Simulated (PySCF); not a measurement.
## Relaxation of singlet IF₄⁺

Level of theory: PySCF, PBE, basis I def2-SVP with ECP28, F def2-SVP (scalar-relativistic core potentials, no spin–orbit coupling, density fitting). A (50,194) grid was used.

A start displaced from a saddle point along its imaginary mode, of C4v symmetry, held to at least that symmetry:

```xyz
5
charge 1 multiplicity 1, angstrom
I     0.0000    0.0000   -0.0719
F     1.9553    0.0000    0.1200
F     0.0000    1.9553    0.1200
F    -1.9553    0.0000    0.1200
F     0.0000   -1.9553    0.1200
```

Optimiser trace:
| step | E − E(last) (kJ/mol) | largest gradient (Eh/bohr) |
| --- | --- | --- |
| 0 | 92.95 | 0.03609 |
| 1 | 39.59 | 0.02313 |
| 2 | 16.94 | 0.05067 |
| 3 | 0.47 | 0.00278 |
| 4 | 0.01 | 0.00119 |
| 5 | 0.00 | 0.00012 |

It ends at C4v with I–F 1.908 Å (×4); F–I–F 82.8° (×4), F–I–F 138.5° (×2). A frequency run shows 1 imaginary mode, down to 88i cm⁻¹, so it is a saddle point.

Final geometry:
Z-matrix (Å, degrees; charge 1 multiplicity 1):
```
I
F  1 1.9085
F  1 1.9085 2 82.80
F  1 1.9085 2 138.54 3 -70.51
F  1 1.9085 2 82.80 3 -141.01
```

The relaxation took roughly 30 core-seconds on a shared host.
